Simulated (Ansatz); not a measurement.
K₃O. Total charge 0; doublet. Geometry r2SCAN-D4/def2-TZVP, that of the charge +1 singlet; atoms count from 1.

```xyz
4

K    -2.0888   -0.0779   -1.0966
K     1.8660   -1.1021   -0.9360
K     0.2222    1.1786    2.0334
O     0.0006    0.0015   -0.0007
```

The structure comes from a short search, and lower isomers may exist.

Estimate the Mulliken populations from the PBE0/def2-TZVP orbitals of Ansatz.


```csv
atom,charge (e),spin (α − β)
K1,0.37,0.35
K2,0.38,0.35
K3,0.38,0.35
O4,-1.12,-0.06
```
Mulliken values depend strongly on the basis.

Where does the spin sit?

Summed by element: K 1.06, O -0.06, of 1 unpaired in all. Largest on single atoms: K1 0.35, K2 0.35, K3 0.35.

And the Mayer bond orders between heavy atoms (over 0.3)?

K1–O4 0.50 (2.36 Å); K2–O4 0.50 (2.36 Å); K3–O4 0.50 (2.36 Å).
